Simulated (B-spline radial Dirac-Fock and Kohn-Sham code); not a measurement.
## Nb²⁵⁺: eigenvalues, ΔSCF and the reference

System: the Nb²⁵⁺ ion, configuration 1s2 2s2 2p6 3s2 3p4.

The density-functional columns are spherical, spin-unpolarised Dirac-Kohn-Sham results without Breit or QED terms: −ε is minus the orbital energy of the initial state and ΔSCF the difference of two total energies. The reference in the last column comes from relaxed Dirac-Fock hole states (ΔSCF) with Breit and QED corrections and a finite nucleus. All numbers are from an atomic code on a B-spline grid, in eV; a selection of levels is shown. The Kohn-Sham columns are given as differences from the reference. For the 1s level of heavy atoms much of the gap between ΔSCF and the reference is the Breit and QED part, -50.8 eV here; for other levels the error of the functional can be larger.

```
level  LDA −ε − DF  LDA ΔSCF − DF  Dirac-Fock
    K       -249.5          +44.6     20174.4
   L1       -103.6          -33.8      3850.1
   L2        -78.7           +3.4      3621.0
   M1        -34.2           -5.1      1394.6
 M2,3        -26.8           +3.1      1300.7
```

Values without a named source are computed, but for edge energies of neutral atoms, which are taken from tables.
